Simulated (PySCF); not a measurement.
# Two-component Hartree-Fock for Xe⁺ (xenon, charge +1)

Start: [Kr] 4d10 5s1 5p6; 5s1/2 filled at m_j = +1/2. Calculated with PySCF 2.14 in x2c-TZVPall-2c (8s9p5d2f, 74 functions): generalised Hartree-Fock with the X2C-1e Hamiltonian and a Gaussian nucleus; one run each with spin-orbit coupling (SO) switched off, then screened by Boettger's factors. This is a chosen level, not necessarily the ground level.

```json
{"spinor shell": "1s1/2", "electrons": "2", "ε, spin-free (eV)": "-34739.6", "ε, screened SO (eV)": "-34735.5", "weight of nominal j (screened SO)": "1.000", "rms radius, screened SO (bohr)": "0.0305"}
{"spinor shell": "2s1/2", "electrons": "2", "ε, spin-free (eV)": "-5518.6", "ε, screened SO (eV)": "-5517.4", "weight of nominal j (screened SO)": "1.000", "rms radius, screened SO (bohr)": "0.124"}
{"spinor shell": "2p1/2", "electrons": "2", "ε, spin-free (eV)": "-4946.1", "ε, screened SO (eV)": "-5172.1", "weight of nominal j (screened SO)": "1.000", "rms radius, screened SO (bohr)": "0.107"}
{"spinor shell": "2p3/2", "electrons": "4", "ε, spin-free (eV)": "-4946.1", "ε, screened SO (eV)": "-4844.6", "weight of nominal j (screened SO)": "1.000", "rms radius, screened SO (bohr)": "0.112"}
{"spinor shell": "3s1/2", "electrons": "2", "ε, spin-free (eV)": "-1181.8", "ε, screened SO (eV)": "-1181.5", "weight of nominal j (screened SO)": "1.000", "rms radius, screened SO (bohr)": "0.326"}
{"spinor shell": "3p1/2", "electrons": "2", "ε, spin-free (eV)": "-992.66", "ε, screened SO (eV)": "-1036.8", "weight of nominal j (screened SO)": "1.000", "rms radius, screened SO (bohr)": "0.318"}
{"spinor shell": "3p3/2", "electrons": "4", "ε, spin-free (eV)": "-992.66", "ε, screened SO (eV)": "-972.69", "weight of nominal j (screened SO)": "1.000", "rms radius, screened SO (bohr)": "0.330"}
{"spinor shell": "3d3/2", "electrons": "4", "ε, spin-free (eV)": "-712.31", "ε, screened SO (eV)": "-720.08", "weight of nominal j (screened SO)": "1.000", "rms radius, screened SO (bohr)": "0.302"}
{"spinor shell": "3d5/2", "electrons": "6", "ε, spin-free (eV)": "-712.31", "ε, screened SO (eV)": "-706.80", "weight of nominal j (screened SO)": "1.000", "rms radius, screened SO (bohr)": "0.305"}
{"spinor shell": "4s1/2", "electrons": "2", "ε, spin-free (eV)": "-241.04", "ε, screened SO (eV)": "-240.94", "weight of nominal j (screened SO)": "1.000", "rms radius, screened SO (bohr)": "0.762"}
{"spinor shell": "4p1/2", "electrons": "2", "ε, spin-free (eV)": "-178.67", "ε, screened SO (eV)": "-187.53", "weight of nominal j (screened SO)": "1.000", "rms radius, screened SO (bohr)": "0.796"}
{"spinor shell": "4d3/2", "electrons": "4", "ε, spin-free (eV)": "-84.417", "ε, screened SO (eV)": "-85.658", "weight of nominal j (screened SO)": "0.994", "rms radius, screened SO (bohr)": "0.936"}
{"spinor shell": "4d5/2", "electrons": "6", "ε, spin-free (eV)": "-84.417", "ε, screened SO (eV)": "-83.497", "weight of nominal j (screened SO)": "0.996", "rms radius, screened SO (bohr)": "0.947"}
{"spinor shell": "5s1/2", "electrons": "1", "ε, spin-free (eV)": "-39.072", "ε, screened SO (eV)": "-39.053", "weight of nominal j (screened SO)": "1.000", "rms radius, screened SO (bohr)": "1.95"}
{"spinor shell": "5p1/2", "electrons": "2", "ε, spin-free (eV)": "-21.443", "ε, screened SO (eV)": "-23.436", "weight of nominal j (screened SO)": "0.716", "rms radius, screened SO (bohr)": "2.28"}
{"spinor shell": "5p3/2", "electrons": "4", "ε, spin-free (eV)": "-21.443", "ε, screened SO (eV)": "-20.492", "weight of nominal j (screened SO)": "0.858", "rms radius, screened SO (bohr)": "2.41"}
```

Problem. Where does 4p3/2 lie, and what is the 4p spin-orbit splitting (screened SO)?

Solution. At -174.62 eV, 12.915 eV above 4p1/2.

| quantity | spin-free | screened SO |
| --- | --- | --- |
| E (hartree) | -7441.36661 | -7443.77825 |
| M_J | 1/2 | 1/2 |
| ⟨J²⟩ | 0.763 | 0.763 |
| ⟨L²⟩ | 0.000 | 0.033 |
| ⟨S²⟩ | 0.763 | 0.796 |

Each row is a mean over spinors that exchange with the open shell spreads, by up to 2.964 eV (5p3/2).

Rows whose weight is well below 1 are mixtures of j = l ± 1/2: exchange outweighs spin-orbit coupling there, and the label is only the starting occupation.

Breit and QED terms are absent; they matter most for the inner s and p1/2 levels.

Densities and radii are taken from the X2C orbitals without a picture-change correction, which distorts them close to the nucleus.

Without spin-orbit coupling the j labels of p, d and f shells carry no meaning; the spin-free column gives the mean over the occupied spinors of each nl shell.
